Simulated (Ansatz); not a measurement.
```xyz
2

N     0.0250   -0.0126   -0.5075
N    -0.0009   -0.0490    0.5392
```

Basis set: def2-TZVP (spherical functions). Left uncorrelated: 2 orbitals. Charge 0, multiplicity 1.

Computed with Ansatz (development build ahead of 0.2.0); each method stands on the lowest determinant of its kind that the runs found. Restricted open shells among the atoms or ions are ROHF, correlated in semicanonical orbitals with singles. Restricted functionals stand beside restricted open-shell atoms, which can lie above the unrestricted atoms usual in DFT and then raise those values.

The atomization energy at this shape (free ground-state atoms in the same class of orbitals less the molecule, no zero-point energy) of singlet N2:

| method | atomization energy |
| --- | --- |
| PBE0 (restricted) | 934.3 kJ/mol |
| RHF-MP2 | 932.3 kJ/mol |

(1) What does RHF give?

Answers

(1) 503.6 kJ/mol. Caution: the shape is not the minimum.
